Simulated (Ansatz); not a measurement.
# GeO (SMILES [O]=[Ge]): the energy, rung by rung

GeO: 2 atoms, total charge 0, spin state singlet. SMILES: `[O]=[Ge]`. The shape is that of a PBE0-D4/def2-TZVP optimisation.

```xyz
2

O     0.0000    0.0000   -0.0230
Ge    0.0000    0.0000    1.5995
```

Quantity: the energy change with the O1–Ge2 bond stretched from 1.623 to 2.365 Å, in eV. The values are calculated.

| level | kind | program | value (eV) | less FCI/STO-3G | CPU time (all runs) |
| --- | --- | --- | --- | --- | --- |
| BLYP/STO-3G (restricted) | GGA | Ansatz | 6.24 | +1.39 | 11 s |
| PBE/STO-3G (restricted) | GGA | Ansatz | 6.30 | +1.45 | 11 s |
| revPBE/STO-3G (restricted) | GGA | Ansatz | 6.17 | +1.32 | 11 s |
| r2SCAN/STO-3G (restricted) | meta-GGA | Ansatz | 6.74 | +1.89 | 19 s |
| B3LYP/STO-3G (restricted) | global hybrid | Ansatz | 6.94 | +2.09 | 6.8 s |
| BHLYP/STO-3G (restricted) | global hybrid | Ansatz | 7.62 | +2.77 | 1.5 s |
| PBE0/STO-3G (restricted) | global hybrid | Ansatz | 7.10 | +2.25 | 3.2 s |
| r2SCAN0/STO-3G (restricted) | hybrid meta-GGA | Ansatz | 7.31 | +2.46 | 4 s |
| FCI/STO-3G | exact in the basis | Ansatz | 4.85 | 0.00 | 1.8 s |

FCI/STO-3G is exact within its basis and frozen core, so for wave-function methods in that basis the difference is their error; functionals converge differently with the basis, so for them it is only a difference. All-electron rows without a relativistic Hamiltonian named are non-relativistic. The first shape isn't each level's own minimum. The values span 4.85 to 7.62 eV. All rows use very small basis sets, so none should be taken for the real molecule's value. In so small a basis fixed costs decide the times, and correlated methods can beat functionals. CPU times are rough (shared hosts, several kinds of processor and program).
